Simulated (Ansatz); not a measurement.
Stepwise reaction of `[NH]=[Nb]([OH])([OH])[F]` with ammonia, as a gas-phase model of exchange steps in deposition or etching. ΔE in kJ/mol; ΔG adds harmonic PBE0-D4 terms to CCSD(T)/CBS, at 1 bar.

Program: Ansatz. Geometries: PBE0-D4/def2-TZVP. ΔE: electronic, gas phase. CCSD(T)/CBS adds triple-zeta CCSD(T) − MP2 to the extrapolated MP2 energy (def2 sets, frozen cores). This one scheme is used for every species. DFT in def2-TZVPP. B3LYP here is the variant with VWN-RPA as its local correlation; programs differ in this. def2 core potentials past Kr. For Nb outer-core shells are correlated without core-valence functions, which leaves a few kJ/mol of doubt a bond. One conformer a species, not always the lowest.

```json
{"step": "1", "reaction": "`[NH]=[Nb]([OH])([OH])[F]` + NH₃ → `[NH]=[Nb]([NH2])([OH])[F]` + H₂O", "PBE-D4": "48.7", "B3LYP-D4": "49.4", "ωB97M-V": "49.9", "CCSD(T)/CBS": "43.5", "ΔG(400 K)": "40.7"}
{"step": "2", "reaction": "`[NH]=[Nb]([NH2])([OH])[F]` + NH₃ → `[NH]=[Nb]([NH2])([NH2])[F]` + H₂O", "PBE-D4": "52.6", "B3LYP-D4": "54.0", "ωB97M-V": "54.7", "CCSD(T)/CBS": "48.2", "ΔG(400 K)": "45.0"}
```

Task: By hand: ΔE of the 2 steps together at CCSD(T)/CBS.

Result: (43.5) + (48.2) = 91.7 kJ/mol, or 45.9 kJ/mol a step.

In ΔE the steps differ by no more than 4.7 kJ/mol. All are uphill at CCSD(T)/CBS. ΔG lies between 40.7 and 45.0 kJ/mol a step. PBE-D4 differs from CCSD(T)/CBS by 4.4 to 5.2 kJ/mol a step. Isolated molecules leave out the surface, adducts and barriers. Largest T1 diagnostic: 0.021.
